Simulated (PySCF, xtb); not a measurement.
Cd(Me)(SMe) (C2H6CdS), SMILES C[S][Cd][CH3].

GFN2-xTB run with xtb at its own geometry gives an orbital gap of 2.73 eV and a dipole moment of 3.69 D.

Coordinates come from a r2SCAN-D4/def2-SVP optimisation. The geometry has at least one imaginary mode, so it is a saddle point at that level. The def2 effective core potentials stand for the cores of Cd; spin–orbit coupling is left out. Other conformers were not sampled.

Problem. What does PBE/def2-TZVP in PySCF give? (The exact figures need the calculation; the answer reports its results.)

Solution. gap 3.80 eV (levels -5.16 and -1.36 eV), dipole 1.91 D.
